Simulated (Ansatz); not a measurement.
A structure drawn as `F[Si]1(F)C=C1`, with this starting geometry:

```xyz
7

F     0.8584   -1.9903    0.0186
Si    0.8723   -0.3571    0.1154
F     1.5568    0.2339    1.4281
C    -0.2491    0.5891   -0.7927
C    -0.8409    0.1528    0.2141
H    -0.3941    1.2702   -1.6768
H    -1.8034    0.1014    0.6932
```

Total charge 0; spin multiplicity 1.

Task: Relax it with Ansatz at PBE-D4/def2-SVP and then PBE0-D4/def2-TZVP. Is the drawn bonding still there?

Result: Yes, every drawn bond is still there and no new one forms.

Task: Give the relaxed structure. (Estimate.)

Result: The calculation gave: 
Z-matrix (Å, degrees):
```
Si
F 1 1.581
C 1 1.759 2 124.6
F 1 1.581 2 103.9 3 151.9
C 1 1.759 2 124.6 3 -56.1
H 3 1.084 1 160.4 2 73.1
H 5 1.084 1 160.4 2 -73.1
```
All modes are real.

Atoms count as bonded under 1.1 times the sum of their covalent radii (H–H under 0.85 Å, pairs among N, O and F under 1.55 Å), and a drawn bond as lost past 1.3 times.
